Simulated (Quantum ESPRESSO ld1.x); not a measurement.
Q: The mean radii <r> (bohr) of the occupied orbitals of an atom or ion are listed with their occupations. Method: scalar-relativistic Kohn-Sham, LDA (Slater exchange, Perdew-Zunger correlation), spin-polarised, spherical densities, point nucleus; computed with ld1.x of Quantum ESPRESSO 7.5.

orbital  occ.     <r>
1s          2  0.3319
2s          2   1.787

Name the element and its charge. Open shells, if any, are filled with parallel spins first.

A: Z = 5, boron, charge +1: B+ in [He] 2s2. The 1s radius gives Z: for a bare nucleus <r> = (2 gamma + 1)/(2Z) with gamma = sqrt(1 - (Z/c)^2), 0.2999 bohr for Z = 5, and screening makes it slightly larger (0.3319 here). The occupations add up to 4, and the charge is Z minus that.
